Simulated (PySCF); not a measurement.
C2H3ClN2Si, SMILES Cl[SiH]1N=CC=N1. Atoms are numbered in the order given.

```xyz
9

Cl     2.0224    -0.4007     0.0000
Si     0.2549     0.6299     0.0000
N     -0.7965     0.1162     1.3465
C     -1.8272    -0.3526     0.7638
C     -1.8272    -0.3526    -0.7638
N     -0.7965     0.1162    -1.3465
H      0.5174     2.0863     0.0000
H     -2.6946    -0.7446     1.3224
H     -2.6946    -0.7446    -1.3224
```

The structure is a stationary point at PBE0-D3(BJ)/def2-SVP. This is a generated structure with no PubChem entry under its InChIKey; it may be hypothetical.

Calculation: TDA-ωB97X/def2-SVPD run with PySCF 2.14.0.

Vertical excitations. Isolated molecule, no solvent. State labels are in the subgroup Cs.

```
state  symmetry  energy (eV)  λ (nm)      f                                                                 main pairs
-----  --------  -----------  ------  -----  -------------------------------------------------------------------------
S1           A'         3.85     322  0.001                                                             HOMO→LUMO 94 %
S2           A"         3.98     312  0.000                                                           HOMO−1→LUMO 94 %
S3           A"         6.09     204  0.032                                                           HOMO−2→LUMO 90 %
S4           A'         6.86     181  0.002                                                           HOMO−3→LUMO 86 %
S5           A"         7.07     175  0.014                                         HOMO−4→LUMO 75 %, HOMO−7→LUMO 18 %
S6           A"         7.48     166  0.002                                         HOMO→LUMO+2 66 %, HOMO→LUMO+5 24 %
S7           A'         7.69     161  0.003                                     HOMO−1→LUMO+2 68 %, HOMO−1→LUMO+5 20 %
S8           A'         7.90     157  0.180                                                           HOMO−5→LUMO 79 %
S9           A'         8.06     154  0.023                                                           HOMO→LUMO+1 82 %
S10          A"         8.10     153  0.002                                         HOMO−7→LUMO 65 %, HOMO−4→LUMO 14 %
T1           A'         3.25     381      0                                                             HOMO→LUMO 91 %
T2           A"         3.41     364      0                                                           HOMO−1→LUMO 91 %
T3           A"         3.82     324      0                                         HOMO−2→LUMO 78 %, HOMO−4→LUMO 14 %
T4           A'         5.43     228      0  HOMO−5→LUMO 47 %, HOMO−8→LUMO 25 %, HOMO−2→LUMO+5 11 %, HOMO−2→LUMO+2 9 %
```
Triplets are in the Tamm–Dancoff approximation.
